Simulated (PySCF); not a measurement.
SMILES [CH3][In]([CH3])[C](C)(C)C (C6H15In) (GFN2-xTB optimised geometry):

```
22

In     0.219    -0.620     0.000
C      2.481    -0.620     0.000
H      2.834    -1.543    -0.458
H      2.851    -0.574     1.024
H      2.880     0.229    -0.553
C     -0.877    -2.599     0.004
H     -1.628    -2.630    -0.785
H     -1.374    -2.757     0.961
H     -0.160    -3.403    -0.158
C     -0.978     1.351     0.000
C     -1.323     1.709    -1.439
C     -2.252     1.137     0.804
C     -0.123     2.444     0.622
H     -1.899     2.638    -1.482
H     -1.919     0.917    -1.898
H     -0.414     1.844    -2.030
H     -2.829     0.308     0.390
H     -2.014     0.906     1.845
H     -2.880     2.033     0.787
H      0.124     2.197     1.657
H      0.809     2.563     0.066
H     -0.649     3.403     0.616
```

Calculation: PBE0/def2-SVP, def2 effective core potentials past Kr in PySCF.

What are the frontier orbital energies and the dipole moment?

HOMO-2 -9.07 eV, HOMO-1 -6.87 eV, HOMO -6.03 eV, LUMO -0.99 eV, LUMO+1 0.05 eV; dipole moment 0.04 D.
